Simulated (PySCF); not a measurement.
# What a mistake does to a calculation on F2H2Si

These are calculations, not measurements. They come from PySCF 2.14.0, an open-source quantum chemistry program, on an isolated molecule that a program drew, which may never have been made. The molecule is F2H2Si (charge 0, singlet), drawn as the SMILES string `F[SiH2]F`.

Each row is a Hartree-Fock (HF) and frozen-core CCSD(T) single point in the cc-pV(D+d)Z basis, meant for a local HF minimum. Run 1 is clean. Each other run has one planted mistake out of seven kinds, and not every kind appears here: one electron removed, one electron added, multiplicity raised by two, geometry at a saddle point, minimal basis STO-3G, one bond length entered in bohr, all coordinates scaled. The reference is restricted for singlets and unrestricted otherwise, and also for a bond in bohr. Adding or removing an electron swaps singlet and doublet. Electrons count all cores. HOMO and LUMO are orbital energies over both spins, the gradient is its largest component, and the lowest frequency (negative if imaginary) is given only where the gradient is small. Bond lengths are over the 4 bonds as drawn. T1 is the CCSD diagnostic: over 0.02 (restricted) or 0.045 (unrestricted) a single reference is doubtful.

Geometry of the clean run:
```xyz
5
F2H2Si, angstrom
F     0.2771    0.2921   -0.4747
Si   -0.6496   -0.1368    0.7567
F    -1.8342   -1.0389    0.1720
H     0.1443   -0.9490    1.6765
H    -1.2290    1.0686    1.3459
```

```
run  electrons  basis functions  <S^2>  HOMO (eV)  LUMO (eV)  gradient (hartree/bohr)  lowest frequency (cm^-1)  mean bond (Å)  longest bond (Å)      T1  HF (hartree)  CCSD(T) (hartree)                 mistake
  1         34               61  0.000     -13.76       4.13                  6.6e-06                       329         1.5306             1.600  0.0121    -489.10434         -489.60378                no fault
  2         34               21  0.000     -10.42      13.10                  2.5e-02                         -         1.5306             1.600  0.0098    -482.87012         -482.95935    minimal basis STO-3G
  3         35               61  0.759       3.30      10.41                  1.1e-01                         -         1.5306             1.600  0.0118    -488.96706         -489.47819      one electron added
  4         34               61  0.000     -13.79       4.69                  1.1e-01                         -         1.4005             1.464  0.0102    -489.05663         -489.54789  all coordinates scaled
  5         33               61  0.798     -22.47     -11.96                  1.3e-01                         -         1.5306             1.600  0.0327    -488.63172         -489.12959                       ?
  6         34               61  0.817     -10.45       1.51                  1.3e-02                         -         1.8557             2.762  0.0506    -488.98186         -489.47402                       ?
```

**Which mistake was planted in run 5, and what did it cost?**

It counts 33 electrons, one fewer than the clean run, at the same geometry and basis. So the mistake is: one electron removed. Subtracting run 1 and multiplying by 627.51 kcal/mol a hartree, the energy moved by 296.6 kcal/mol in HF and 297.6 kcal/mol in CCSD(T).

**Which mistake was planted in run 6, and what did it cost?**

The mean bond changes by a factor of 1.212 and the longest by 1.726, so the molecule wasn't scaled as a whole. A length L in bohr read as angstrom grows by (1/0.5292 - 1) L = 0.890 L. The 4 bonds together grew by 4 x 0.3251 = 1.300 Å, which gives L = 1.462 Å. That is the length of one of the H-Si bonds, 1.462 Å in the clean geometry. So the mistake is: one bond length entered in bohr. Subtracting run 1 and multiplying by 627.51 kcal/mol a hartree, the energy moved by 76.9 kcal/mol in HF and 81.4 kcal/mol in CCSD(T).

Cautions from the logs. Run 3: the HOMO is above zero, so the electron isn't bound and the energy depends on the basis; run 6: T1 is over the limit, so its CCSD(T) energy is less reliable.
